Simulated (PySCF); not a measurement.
C₃H₂F₃, SMILES C=C(F)[C](F)F (connectivity only; charge and spin as stated), charge +1, multiplicity 1.

The structure is a stationary point at PBE0-D3(BJ)/def2-SVP. The spin state was assumed, not searched. The isomer is the one that the SMILES or the coordinates give; other isomers of the formula were not compared. One conformer was computed; it need not be the lowest.

Calculation: PySCF with ωB97X/def2-TZVP.

Gas-phase values at a fixed geometry.

Q: Estimate the frontier levels, gap, dipole moment and polarisability. (An estimate is asked for; the answer gives what the named calculation found.)

A: 
```
Item                                                              Result
------------------------------------------------  ----------------------
highest occupied level                                         -17.32 eV
lowest empty level                                              -7.76 eV
orbital gap                                                      9.56 eV
dipole moment about the centre of nuclear charge                  3.23 D
mean static polarisability                          36.6 bohr³ (5.42 Å³)
polarisability, principal values                  20.2, 33.9, 55.5 bohr³
```
